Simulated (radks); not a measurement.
Species: W20+. Configuration: [Kr] 4d10 4f8 (the NIST ground configuration).

Calculated with a radial shooting solver on a logarithmic mesh with Libxc functionals: scalar-relativistic Kohn-Sham, SCAN, spin-polarised, spherical densities, finite nucleus; open shells are filled with parallel spins first (spin-orbit coupling, left out, can overturn this in heavy ions); meta-GGA in the generalised Kohn-Sham scheme; Fermi nuclear charge, rms radius 5.3658 fm.

Energy parts (eV):
total: -435000.26
kinetic: 479576.72
electron-nucleus: -1046222.75
Hartree: 139928.03
exchange-correlation: -8282.26

Orbitals (lengths in bohr, moments of r in powers of bohr; r(max) is where P^2 peaks; r(90%) holds 90 % of the orbital's charge):
orbital	occ.	eigenvalue (eV)	r(max)	<r^2>	r(90%)	<1/r>
1s up	1	-70095.05	0.01146	0.0004631	0.0334	87.05
1s down	1	-70095.08	0.01146	0.0004631	0.0334	87.05
2s up	1	-12565.31	0.06562	0.007115	0.120	20.38
2s down	1	-12565.01	0.06562	0.007115	0.120	20.38
2p up	3	-11052.88	0.05389	0.005892	0.113	18.45
2p down	3	-11052.66	0.05389	0.005891	0.113	18.45
3s up	1	-3317.692	0.1850	0.04608	0.294	7.553
3s down	1	-3312.004	0.1849	0.04596	0.294	7.566
3p up	3	-2866.884	0.1832	0.04688	0.301	6.968
3p down	3	-2860.891	0.1831	0.04673	0.300	6.981
3d up	5	-2347.322	0.1496	0.03897	0.283	6.574
3d down	5	-2342.415	0.1494	0.03880	0.282	6.585
4s up	1	-1092.894	0.4170	0.2178	0.628	3.279
4s down	1	-1082.179	0.4171	0.2186	0.629	3.269
4p up	3	-940.0610	0.4353	0.2424	0.667	3.011
4p down	3	-929.6385	0.4355	0.2436	0.669	3.000
4d up	5	-746.2142	0.4415	0.2663	0.711	2.738
4d down	5	-735.6346	0.4420	0.2683	0.714	2.725
4f up	7	-531.2620	0.3981	0.2800	0.758	2.423
4f down	1	-519.6615	0.3998	0.2849	0.766	2.409

The highest occupied level is 4f down at -519.66 eV. For comparison, the ionisation energy in NIST's Atomic Spectra Database is 543 eV (semi-empirical). In exact Kohn-Sham theory the highest level is minus the ionisation energy, but local and semilocal functionals leave it too shallow, through self-interaction and a potential that decays too fast; potentials with the right tail come closer. Spin moment in Bohr magnetons: 6. The density falls to 0.001 e/bohr^3 at r = 1.49 bohr. The spin density at the nucleus is -36.75 e/bohr^3 (1s 0.02, 2s -6.74, 3s -68.62, 4s 38.59).
